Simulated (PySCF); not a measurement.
Cl3Si, SMILES Cl[Si](Cl)Cl, multiplicity 2. Atoms are numbered in the order given.

```xyz
4

Cl     1.6705     0.9645    -0.1516
Si     0.0000     0.0000     0.5524
Cl     0.0000    -1.9290    -0.1516
Cl    -1.6705     0.9645    -0.1516
```
Charge 0, spin multiplicity 2.

The structure is a stationary point at ωB97X-D3(BJ)/def2-SVP. The isomer is the one that the SMILES or the coordinates give; other isomers of the formula were not compared.

Level of theory: PBE0/pcH-1 (PySCF).

Unrestricted Kohn–Sham, ⟨S²⟩ = 0.752. Hyperfine tensors hold the contact and dipolar terms, without spin-orbit corrections.

Computed hyperfine couplings:
```json
[
 {"nucleus": "35Cl no. 1", "A(iso) (MHz)": "28.1", "A(iso) (G)": "10.0", "dipolar principal values (MHz)": "-21.9, -21.8, 43.7"},
 {"nucleus": "29Si no. 2", "A(iso) (MHz)": "-1160.0", "A(iso) (G)": "-413.9", "dipolar principal values (MHz)": "-117.5, 58.8, 58.8"},
 {"nucleus": "35Cl no. 3", "A(iso) (MHz)": "28.1", "A(iso) (G)": "10.0", "dipolar principal values (MHz)": "-21.9, -21.8, 43.7"},
 {"nucleus": "35Cl no. 4", "A(iso) (MHz)": "28.1", "A(iso) (G)": "10.0", "dipolar principal values (MHz)": "-21.9, -21.8, 43.7"}
]
```

Problem. And the g tensor (effective nuclear charges for spin-orbit coupling, GIAO)? (An estimate is asked for; the answer gives what the named calculation found.)

Solution. principal values 2.0028, 2.0061, 2.0061; isotropic 2.0050.
